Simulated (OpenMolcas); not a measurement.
# Sm3+ in SrF2: curves along the breathing mode

Sm3+ with its 8 nearest fluoride ions, on the Sr site of SrF2 (a = 5.796 Å, distance in the model lattice 2.510 Å). The rest of the host is ab initio model potentials to 7.6 Å and point charges beyond; the distance is set by hand and nothing relaxes, and no local charge compensation is placed. Ligand basis ANO-RCC-VDZP.

* Program: OpenMolcas 26.06
* Method: CASSCF
* Basis: ANO-RCC-VDZP [7s6p4d2f1g]
* Scalar Hamiltonian: DKH2, point nucleus
* Active space: 5 electrons in 7 orbitals (4f)
* State averaging: 2S+1 = 6 odd, 21 roots; 2S+1 = 4 odd, 128 roots kept (CI in the orbitals of an earlier block, 108 in the spin-orbit step); 2S+1 = 2 odd, 130 roots kept (CI in the orbitals of an earlier block, 39 in the spin-orbit step)
* Spin-orbit coupling: RASSI with atomic mean-field integrals over the reference wave functions

Spin-free energies (labels of O, the rotations of Oh) in cm-1 above the lowest fitted minimum, as all ligands move together:

| R (Å) | 6T2 | 6T1 | 6T2(2) | 6A2 | 4A2 | 4T2 | 4E |
| --- | --- | --- | --- | --- | --- | --- | --- |
| 2.271 | 150 | 630 | 7380 | 7680 | 22430 | 22520 | 22560 |
| 2.324 | 700 | 1100 | 7840 | 8090 | 22990 | 23070 | 23100 |
| 2.378 | 4230 | 4560 | 11300 | 11530 | 26530 | 26600 | 26630 |
| 2.431 | 10190 | 10480 | 17210 | 17410 | 32510 | 32560 | 32580 |
| 2.485 | 18440 | 18690 | 25420 | 25590 | 40770 | 40810 | 40830 |
| 2.538 | 28380 | 28590 | 35320 | 35470 | 50720 | 50750 | 50770 |
| 2.592 | 40120 | 40300 | 47030 | 47170 | 62460 | 62490 | 62510 |

Cubic fits give the following; the wavenumber is harmonic, with the mass of all moving ligands, small differences in it between states hang on the degree of the fit, a number in brackets counts states of one label, and the table is a selection of at most 14 states with clean curves.

```
 State  R0 (Å)  Breathing mode (cm-1)  Minimum (cm-1)
   6T2   2.287                    491               0
   6T1   2.288                    491             450
6T2(2)   2.289                    491            7200
   6A2   2.289                    491            7480
   4A2   2.287                    491           22280
   4T2   2.287                    491           22370
    4E   2.287                    491           22410
4T2(2)   2.286                    490           22410
   4T1   2.286                    490           22430
4T1(2)   2.287                    490           22620
   4A1   2.288                    491           22870
 4E(2)   2.287                    490           22760
4A2(2)   2.288                    491           22900
4T1(3)   2.288                    491           22920
```

For an f ion spin-orbit coupling outweighs the ligand field, so these spin-free curves are not those of observable levels.

High states are left out of the spin-orbit mixing, which shifts the levels that they would mix with. Without dynamic correlation the ligand-field splitting of an f shell can come out too small, at times by half. A group larger than the point group allows holds several states that coincide in this model. No measured value stands beside these numbers.
